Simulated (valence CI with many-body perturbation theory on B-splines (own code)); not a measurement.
**Level structure of Si⁸⁺**

Computed by configuration interaction combined with many-body perturbation theory (CI+MBPT): four valence electrons over a frozen Dirac-Fock core [He], a basis of 11 s, 11 p, 9 d, 7 f, 5 g, 2 h, 1 i functions for each j, with the one-electron correlation potential Σ1 (screened to all orders), the two-electron term Σ2, the three-electron term Σ3, Breit, model QED; selected single and double excitations, second order for the rest, scaled by the run's own slope (own B-spline code, finite nucleus).

No measured spectrum was set against this ion. As an estimate, levels of excited configurations hold to 0.05 to 0.15 % of their energy, terms of the ground configuration to about 0.5 %.

Levels 1 to 45 of 77, with energies above the lowest level, 2s²2p² ³P_0. "Leading %" is the weight of the configuration and term that name the level; weights of strongly mixed levels are sums over their largest components and can fall short. Lifetimes count E1, E2, E3, M1 and M2 decay at the calculated energies, and are blank where another channel may lead or the interval is too uncertain; long ones can be off by a factor of two.

| No. | Configuration | Term | J | E (cm⁻¹) | Leading % | Lifetime | g |
| --- | --- | --- | --- | --- | --- | --- | --- |
| 1 | 2s²2p² | ³P | 0 | 0 | 98 |  |  |
| 2 | 2s²2p² | ³P | 1 | 2540 | 98 | 3.39 s | 1.500 |
| 3 | 2s²2p² | ³P | 2 | 6407 | 98 | 1.28 s | 1.498 |
| 4 | 2s²2p² | ¹D | 2 | 53039 | 98 | 38.3 ms | 1.001 |
| 5 | 2s²2p² | ¹S | 0 | 108000 | 95 |  |  |
| 6 | 2s2p³ | ⁵S° | 2 | 150140 | 100 | 4.75 μs | 2.001 |
| 7 | 2s2p³ | ³D° | 3 | 292270 | 100 | 445 ps | 1.333 |
| 8 | 2s2p³ | ³D° | 2 | 292340 | 99 | 426 ps | 1.168 |
| 9 | 2s2p³ | ³D° | 1 | 292480 | 99 | 415 ps | 0.501 |
| 10 | 2s2p³ | ³P° | 1 | 344140 | 99 | 166 ps | 1.497 |
| 11 | 2s2p³ | ³P° | 0 | 344190 | 100 | 164 ps |  |
| 12 | 2s2p³ | ³P° | 2 | 344250 | 99 | 169 ps | 1.498 |
| 13 | 2s2p³ | ¹D° | 2 | 440680 | 99 | 56.2 ps | 1.000 |
| 14 | 2s2p³ | ³S° | 1 | 447220 | 99 | 27.2 ps | 1.995 |
| 15 | 2s2p³ | ¹P° | 1 | 493120 | 99 | 34.7 ps | 1.005 |
| 16 | 2p⁴ | ³P | 2 | 674920 | 98 | 48.4 ps | 1.498 |
| 17 | 2p⁴ | ³P | 1 | 679460 | 98 | 47.7 ps | 1.500 |
| 18 | 2p⁴ | ³P | 0 | 681250 | 98 | 47.5 ps |  |
| 19 | 2p⁴ | ¹D | 2 | 719730 | 97 | 92.6 ps | 1.001 |
| 20 | 2p⁴ | ¹S | 0 | 820110 | 94 | 41.1 ps |  |
| 21 | 2s²2p3s | ³P° | 0 | 1621300 | 95 | 8.57 ps |  |
| 22 | 2s²2p3s | ³P° | 1 | 1622900 | 92 | 8.37 ps | 1.483 |
| 23 | 2s²2p3s | ³P° | 2 | 1628100 | 95 | 8.51 ps | 1.500 |
| 24 | 2s²2p3s | ¹P° | 1 | 1640600 | 92 | 5.32 ps | 1.017 |
| 25 | 2s²2p3p | ¹P | 1 | 1694500 | 81 | 318 ps | 0.943 |
| 26 | 2s²2p3p | ³D | 1 | 1701800 | 82 | 284 ps | 0.577 |
| 27 | 2s²2p3p | ³D | 2 | 1703500 | 94 | 284 ps | 1.168 |
| 28 | 2s²2p3p | ³D | 3 | 1707900 | 95 | 287 ps | 1.333 |
| 29 | 2s²2p3p | ³S | 1 | 1715300 | 85 | 91.8 ps | 1.938 |
| 30 | 2s²2p3p | ³P | 0 | 1719500 | 88 | 55.6 ps |  |
| 31 | 2s²2p3p | ³P | 1 | 1722000 | 80 | 57.7 ps | 1.541 |
| 32 | 2s²2p3p | ³P | 2 | 1724000 | 87 | 56.1 ps | 1.495 |
| 33 | 2s²2p3p | ¹D | 2 | 1747000 | 94 | 190 ps | 1.003 |
| 34 | 2s²2p3p | ¹S | 0 | 1774400 | 95 | 76.8 ps |  |
| 35 | 2s2p²3s | ⁵P | 1 | 1784200 | 99 | 11.1 ps | 2.502 |
| 36 | 2s2p²3s | ⁵P | 2 | 1786600 | 99 | 11.0 ps | 1.834 |
| 37 | 2s²2p3d | ³F° | 2 | 1789300 | 67 | 8.19 ps | 0.765 |
| 38 | 2s2p²3s | ⁵P | 3 | 1789700 | 99 | 10.9 ps | 1.667 |
| 39 | 2s²2p3d | ³F° | 3 | 1792800 | 94 | 48.2 ps | 1.086 |
| 40 | 2s²2p3d | ¹D° | 2 | 1794000 | 66 | 3.31 ps | 0.913 |
| 41 | 2s²2p3d | ³F° | 4 | 1796400 | 96 | 1.78 ns | 1.250 |
| 42 | 2s²2p3d | ³D° | 1 | 1808100 | 88 | 942 fs | 0.568 |
| 43 | 2s²2p3d | ³D° | 2 | 1809000 | 78 | 1.01 ps | 1.213 |
| 44 | 2s²2p3d | ³D° | 3 | 1811300 | 94 | 930 fs | 1.328 |
| 45 | 2s²2p3d | ³P° | 2 | 1815500 | 78 | 1.45 ps | 1.441 |

Names give the largest LS component (configuration and term), which can be under half, so a name can repeat, a term be missing and a line seem to break the LS rules; names also repeat where a configuration has a term twice.

The ionisation energy to 2s²2p ²P°1/2 of the next ion comes out as 351.2 eV (NIST: 351.28 ± 0.06 eV (semi-empirical)). All 77 levels together are meant to be complete up to 1953300 cm⁻¹.
